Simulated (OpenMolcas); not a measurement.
Multiconfigurational calculation on Te⁺

Input:

```
&GATEWAY
Coord
1

Te 0.0 0.0 0.0
Basis=ANO-RCC-VDZP
Group=XYZ
NoMove
AngMom=0.0 0.0 0.0
AMFI
&SEWARD
&RASSCF
FileOrb=start.orb
Symmetry=2
Spin=4
nActEl=3 0 0
Inactive=15 9
Ras2=0 3
CIRoot=1 1 1
SDav=1
CIMx=300
Iter=120 100
PrWF=0.3
OrbListing=Nothing
MaxOrb=0
Atom
>>> COPY $Project.JobIph JOB001
&RASSCF
FileOrb=start.orb
Symmetry=2
Spin=2
nActEl=3 0 0
Inactive=15 9
Ras2=0 3
CIRoot=8 8 1
SDav=8
CIMx=300
Iter=120 100
PrWF=0.3
OrbListing=Nothing
MaxOrb=0
Atom
>>> COPY $Project.JobIph JOB002
&RASSI
NrOfJobIphs=2 1 8
1
1 2 3 4 5 6 7 8
IphNames
JOB001
JOB002
EJob
SpinOrbit
DIPRint=1.0
SOCoupling=1000.0
Subsets=2
MEES
Property=10
'ANGMOM' 1 'ANGMOM' 2 'ANGMOM' 3 'MLTPL  1' 1 'MLTPL  1' 2 'MLTPL  1' 3
'AMFI' 1 'AMFI' 2 'AMFI' 3 'MLTPL  2' 6
SOProperty=3
'ANGMOM' 1 'ANGMOM' 2 'ANGMOM' 3
```

A driver script runs the steps one by one and writes start.orb anew before each from the orbitals found so far.

Output, cut to the results:

```
--- SEWARD ---
Basis set label: TE.ANO-RCC...6S5P3D1F.

      Electronic valence basis set:
      ------------------
      Associated Effective Charge  52.000000 au
      Associated Actual Charge     52.000000 au
      Nuclear Model: Point charge

      Shell  nPrim  nBasis  Cartesian Spherical Contaminant
         s      22       6        X
         p      19       5        X
         d      13       3                 X
         f       5       1                 X
                  Relativistic Douglas-Kroll-Hess integrals:
                    - DKH order of Hamiltonian: 2
                    - DKH order of Properties : 0
                  Atomic mean-field integrals
--- RASSCF ---
Wave function specifications:
      -----------------------------

      Number of closed shell electrons          48
      Number of electrons in active shells       3
      Max number of holes in RAS1 space          0
      Max nr of electrons in RAS3 space          0
      Number of inactive orbitals               24
      Number of active orbitals                  3
      Number of secondary orbitals              16
      Spin quantum number                      1.5
      State symmetry                             2
Orbital specifications:
      -----------------------

      Symmetry species                           1   2
                                                ag  au
      Frozen orbitals                            0   0
      Inactive orbitals                         15   9
      Active orbitals                            0   3
      RAS1 orbitals                              0   0
      RAS2 orbitals                              0   3
      RAS3 orbitals                              0   0
      Secondary orbitals                         6  10
      Deleted orbitals                           0   0
      Number of basis functions                 21  22
      Number of CSFs                             1
      Number of root(s) required                 1
      Iter CI   SX   CI       RASSCF       Energy    max ROT     max BLB   max BLB  Level Ln srch  Step   QN
          iter iter root      energy       change     param      element    value   shift minimum  type update
 Nr of preliminary CI iterations:   1
      Total energies have been shifted. Add                -6000.00 au
        1   1    4    1  -788.92938153    0.00E+00   1.01E-01*  15  16 1  1.05E-01*  0.00   0.00    SX    NO
        2   1    4    1  -788.95163924   -2.23E-02*  9.03E-03   14  21 1 -3.38E-02*  0.00   0.00    SX    NO
        3   1    3    1  -788.95267426   -1.04E-03*  5.28E-03   11  18 1  8.40E-03*  0.00   0.00    SX    NO
        4   1    3    1  -788.95278079   -1.07E-04*  1.65E-03   13  20 1 -3.19E-03*  0.00   0.00    SX    NO
        5   1    3    1  -788.95279300   -1.22E-05*  4.29E-04   11  18 1  1.05E-03*  0.00   0.75    QN   YES
        6   1    2    1  -788.95279461   -1.61E-06* -3.31E-06   15  16 1  1.03E-05   0.00   1.00    QN   YES
        7   1    2    1  -788.95279461   -7.82E-11  -7.25E-07   15  16 1  1.78E-06   0.00   1.10    QN   YES
      Convergence after  7 iterations
        8   1    2    1  -788.95279461    7.28E-12  -7.25E-07   15  16 1  6.79E-08   0.00   1.10    QN   YES
      Natural orbitals and occupation numbers for root  1
      sym 2:   1.000000   1.000000   1.000000
::    RASSCF root number  1 Total energy:  -6788.95279461
--- RASSCF ---
Wave function specifications:
      -----------------------------

      Number of closed shell electrons          48
      Number of electrons in active shells       3
      Max number of holes in RAS1 space          0
      Max nr of electrons in RAS3 space          0
      Number of inactive orbitals               24
      Number of active orbitals                  3
      Number of secondary orbitals              16
      Spin quantum number                      0.5
      State symmetry                             2
Orbital specifications:
      -----------------------

      Symmetry species                           1   2
                                                ag  au
      Frozen orbitals                            0   0
      Inactive orbitals                         15   9
      Active orbitals                            0   3
      RAS1 orbitals                              0   0
      RAS2 orbitals                              0   3
      RAS3 orbitals                              0   0
      Secondary orbitals                         6  10
...
--- RASSI ---
SPIN-FREE ENERGIES:
  (Shifted by EMIN (a.u.) =      -6788.9527946066)

 SF State       Relative EMIN(au)   Rel lowest level(eV)    D:o, cm**(-1)      L_eff

     1             0.0000000000        0.0000000000              0.0000         0.0
     2             0.0691025598        1.8803764456          15166.2588         2.0
     3             0.0691025598        1.8803764456          15166.2588         2.0
     4             0.0691025598        1.8803764456          15166.2588         2.0
     5             0.0691025598        1.8803764456          15166.2588         2.0
     6             0.0691025598        1.8803764456          15166.2588         2.0
     7             0.1147728334        3.1231278993          25189.7253         1.0
     8             0.1147728334        3.1231278993          25189.7253         1.0
     9             0.1147728334        3.1231278993          25189.7253         1.0
     Dipole printing threshold changed to   1.00000000E+00
Eigenvalues of complex Hamiltonian:
   -----------------------------------
  (Shifted by EMIN (a.u.) =      -6788.9527946066)

 SO State       Relative EMIN(au)   Rel lowest level(eV)    D:o, cm**(-1)     J-value

     1            -0.0037731197        0.0000000000              0.0000         1.3
     2            -0.0037731197        0.0000000000              0.0000         1.3
     3            -0.0037731197        0.0000000003              0.0000         1.0
     4            -0.0037731197        0.0000000003              0.0000         1.0
     5             0.0607204042        1.7549581896          14154.6924         1.3
     6             0.0607204042        1.7549581896          14154.6924         1.3
     7             0.0607204045        1.7549581975          14154.6925         1.0
     8             0.0607204045        1.7549581975          14154.6925         1.0
     9             0.0691025598        1.9830482628          15994.3629         1.6
...
```

The J values that RASSI prints are effective ones from its own formula and need not be integers or half-integers; the table below assigns J from the states.

Levels above the lowest, from the spin-orbit matrix, grouped by J:

| Configuration | Term | J | E (eV) | Measured (eV) | Term weight % | Second |
| --- | --- | --- | --- | --- | --- | --- |
| 5s2 5p3 | 4S* | 3/2 | 0.0000 | 0.0000 | 96 | 3 2P* |
| 5s2 5p3 | 2D* | 3/2 | 1.7550 | 1.2674 | 87 | 12 2P* |
| 5s2 5p3 | 2D* | 5/2 | 1.9830 | 1.5401 | 100 |  |
| 5s2 5p3 | 2P* | 1/2 | 3.2258 | 2.5475 | 100 |  |
| 5s2 5p3 | 2P* | 3/2 | 3.5566 | 2.9796 | 85 | 13 2D* |

Against the 4 measured excited levels shown (NIST Handbook of Basic Atomic Spectroscopic Data) the mean absolute deviation is 4400 cm-1; the largest miss in energy is 5s2 5p3 2P* 1/2: computed 3.2258, measured 2.5475 eV (+26.6 %), and the largest in proportion 5s2 5p3 2D* 3/2 (+38.5 %).

With the s shell closed, the reference lacks s² → p² mixing. Measured partners are found by configuration, term and J. A level has none where our copy of the source lacks it or the pairing is in doubt (some pairs that miss far off the trend of their configuration count as doubtful), and it then counts in no deviation. Only configurations of the active space appear.

The term weight is that of the spin-free term in the level, not the purity of its configuration. * marks odd parity.
